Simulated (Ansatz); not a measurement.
Calculated with Ansatz (gas phase, PBE0-D4/def2-TZVP geometries, no zero-point term in ΔE). CCSD(T)/CBS adds triple-zeta CCSD(T) − MP2 to the extrapolated MP2 energy (def2 sets, frozen cores). Functionals use def2-TZVPP. Each species was taken in one conformer, which may not be the lowest.

Reaction (formal exchange of groups at a C–N bond): `C[N](C)[AlH][SH]` + `[CH2]1[AlH][SiH2]1` → `[CH3][Al]1[CH2][SiH2]1` + `C[NH][AlH][SH]`

```tsv
level	ΔE (kJ/mol)
r2SCANh	-79.8
MP2/def2-SVP	-63.1
CCSD/def2-SVP	-59.2
CCSD(T)/def2-SVP	-58.0
```

Task: What does CCSD(T)/CBS give? (An estimate is asked.)

Result: Ansatz gave: -76.6 kJ/mol. The listed levels differ from it by -3.2, 13.5, 17.4, 18.6 kJ/mol.

Largest T1 diagnostic among the species: 0.013.

At CCSD(T), def2-SVP lies +18.6 kJ/mol from the extrapolated value and def2-TZVPP +2.8 kJ/mol. Leaving LDA and LC-ωPBE aside and taking each functional with its dispersion term where it has one, the values, not all of them listed here, spread over 9.7 kJ/mol, from r2SCAN-D4 to B97M-V. LDA lies +9.6 kJ/mol from PBE without D4. The D4 term adds +5.2 kJ/mol with B3LYP and +2.7 kJ/mol with PBE0; it sums over pairs of atoms, weighted by their polarisabilities, and B3LYP, whose exchange is more repulsive, gets the larger term.

B3LYP here is the variant with VWN-RPA as its local correlation; programs differ in this.
